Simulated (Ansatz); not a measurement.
Br2Si (SMILES Br[Si]Br), singlet, geometry from GFN2-xTB; Ansatz (an electronic-structure program) with CAM-B3LYP/6-31G.

The Ansatz input:
Ansatz 0.2 input:
```yaml
crystal:
  periodic: [false, false, false]
  atoms:
    - {symbol: Si, position_ang: [-0.02306863, -0.00441753, 1.20707901]}
    - {symbol: Br, position_ang: [0.95296278, -1.45162520, -0.22860751]}
    - {symbol: Br, position_ang: [-0.94373533, 1.45339221, -0.25422409]}
basis:
  gaussian:
    orbitals: 6-31G
    fitting: {mean_field: def2-universal-JKFIT}
hamiltonian:
  xc: cam_b3lyp
```

Q: Predict the main parts of the log of this Ansatz run.

A: 
```
Functional definition: CAM-B3LYP
660 factors; integrals over basis functions are off by at most 9.9e-4 eV
660 factors; integrals over basis functions are off by at most 4.6e-7 eV
mean field evaluation 1: about -147955.7020 eV, gradient 1.5e1 eV
mean field evaluation 2: about -147955.7650 eV, gradient 1.7e1 eV
mean field evaluation 4: about -147956.7229 eV, gradient 2.6e-1 eV
mean field evaluation 8: about -147956.7250 eV, gradient 2.3e-3 eV
mean field -147956.72504271 eV, -5437.3093566494 hartree, gradient 6.3e-6 eV, S^2 0.000000; 0 other end points of the search recorded, 0 dependent functions left out
reference -147956.72514280 eV, -5437.3093603278 hartree; 42, 42 occupied and 29, 29 virtual orbitals, 660 factors
Total energy: -147956.72514280 eV, -5437.3093603278 hartree
```
